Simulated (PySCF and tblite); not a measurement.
Results of a calculation; reference values are marked as such.
Molecule: C5H10O2, numbered as in [CH3:1][O:2][C@H:3]1[CH2:4][CH2:5][O:6][CH2:7]1.

The ring 3–4–5–6–7 is held at Altona–Sundaralingam phase angles P (ν_j = ν_max cos(P + 144°(j − 2)), ν_j about the bond from ring atom j to j + 1, counted from 0) and the rest relaxed at GFN2-xTB. Energies: PBE0/pcSseg-1 + D3(BJ). (tblite 0.8, PySCF 2.14.)

GFN2-xTB profile:

(phase angle P °, kcal/mol): (0, 0.73), (18, 0.96), (36, 1.36), (54, 1.71), (72, 1.87), (90, 1.83), (108, 1.62), (126, 1.25), (144, 0.78), (162, 0.30), (180, 0.00), (198, 0.02), (216, 0.27), (234, 0.55), (252, 0.77), (270, 0.90), (288, 0.95), (306, 0.92), (324, 0.83), (342, 0.73)

Question: Give the DFT energy and dipole along the phase angle P.

Answer: 
| phase angle P ° | E kcal/mol | dipole D | amplitude ° |
| --- | --- | --- | --- |
| 0 | 0.64 | 2.06 | 38 |
| 36 | 0.84 | 2.13 | 36 |
| 72 | 0.99 | 2.17 | 33 |
| 108 | 0.59 | 2.14 | 32 |
| 144 | 0.00 | 1.95 | 38 |
| 180 | 0.29 | 1.51 | 40 |
| 216 | 0.89 | 1.24 | 39 |
| 252 | 1.24 | 1.36 | 36 |
| 288 | 1.39 | 1.61 | 34 |
| 324 | 1.20 | 1.87 | 36 |

Question: How free is the pseudorotation?

Answer: The sampled points span 1.39 kcal/mol, from P = 144° to P = 288°; RT at 298 K is 0.59 kcal/mol, so it is hindered but fast.
